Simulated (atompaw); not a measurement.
# What one change does to a pseudopotential (carbon, PAW (atompaw))

atompaw 4.2.0.5 input, output lines left out:

```
C 6
GGA-PBESOL scalarrelativistic loggrid 1500 logderivrange -3 5 201
2 2 0 0 0 0
2 0 1.5
2 1 2.5
0 0 0
c
v
v
1
1.75 1.35 1.70 1.15
y
0.9
n
y
3.55
n
custom polynom gramschmidtortho sinc
2 0 vpsmatchnc
1.75
1.75
1.75
1.75
```

Change: all radii scaled by about 1.18 (s 2.06, p 2.06 bohr); local potential vpsmatchnc scheme with l = 2 at 0 Ry, radius 2.00 bohr; augmentation sinc compensation charge, radius 1.58 bohr; PAW radius 2.06 bohr; waves and projectors: custom polynom gramschmidtortho; core correction smooth core density matched at 1.36 bohr.

Cutoffs: the cutoffs (Ry, on a coarse ladder) from which the occupation-weighted sum of valence levels, in a spherical-Bessel basis at the reference potential, stays within 10 and 1 mRy of its value at 400 Ry; they do not see the model core or the augmentation charge, which bear on the density cutoff.

Task: What does the change do?

Result: The potential gets softer (18 Ry and 25 Ry → 15 Ry and 18 Ry); neither file shows a bound ghost. A larger radius leaves more room for a smooth pseudo-wave, so fewer plane waves are needed.

```tsv
quantity	base	changed
cutoff, loose	18 Ry	15 Ry
cutoff, tight	25 Ry	18 Ry
loose cutoff by channel (10 mRy a level)	s 8 Ry, p 18 Ry	s 8 Ry, p 12 Ry
bound ghosts	none	none
lowest overlap eigenvalue by channel	s 0.26, p 0.92	s 0.54, p 0.88
```

 The cutoffs see the waves, projectors and local potential, not the compensation charge or the core.
